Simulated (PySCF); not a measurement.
Correlation energy of Al (aluminium, neutral)

[Ne] 3s2 3p1, 2P determinant. All numbers are calculated (PySCF 2.14, the non-relativistic Hamiltonian (point nucleus), in pcseg-2). Frozen: [Ne]; 3 electrons correlated.

MP2 pair energies summed by pair of shells (mhartree):

```json
{"pair": "3s-3s", "energy": "-20.01", "share (%)": "63.1"}
{"pair": "3s-3p", "energy": "-11.72", "share (%)": "36.9"}
```

Total MP2 correlation energy: -31.73 mhartree.

Same-spin part -1.90 and opposite-spin part -29.83 mhartree; SCS-MP2 scales them by 1/3 and 6/5 to -36.42 mhartree.

| level | correlation energy (mhartree) |
| --- | --- |
| CCSD | -44.67 |
| (T) | -0.69 |
| CCSD(T) | -45.36 |

Diagnostics: T1 = 0.013, D1 = 0.0242, largest double amplitude 0.092.

Q: Is a single reference adequate?

A: Mostly. T1 lies below 0.03, but a double amplitude of this size points to a near-degeneracy that CCSD handles and MP2 describes poorly.
